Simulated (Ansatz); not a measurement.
Consider the formal exchange of groups at the Si–F bond: `[OH][GeH2][CH2][SiH](O)F` + `C=C=CCC` → `O[SiH2][CH2][GeH2][OH]` + `C=C=C(F)CC`.

Program: Ansatz. Geometries: PBE0-D4/def2-TZVP. ΔE: electronic, gas phase. CCSD(T)/CBS is the MP2 limit (def2-TZVPP, def2-QZVPP) plus CCSD(T) − MP2 in def2-TZVPP, frozen cores. For Ge outer-core shells are correlated without core-valence functions, which leaves a few kJ/mol of doubt a bond. Scalar relativity is left out up to krypton. One conformer a species, not always the lowest.

| level | ΔE (kJ/mol) |
| --- | --- |
| HF/def2-QZVPP | 254.8 |
| SCS-MP2/def2-QZVPP | 254.1 |

**Question.** What does CCSD(T)/CBS give? (Best estimate.)

**Answer.** The calculation gave: +250.1 kJ/mol. The listed levels differ from it by 4.7, 4.0 kJ/mol.

Largest T1 diagnostic among the species: 0.012.

From PBE to PBE0 (25 % exact exchange), in def2-TZVPP and without D4, ΔE moves by +8.8 kJ/mol.
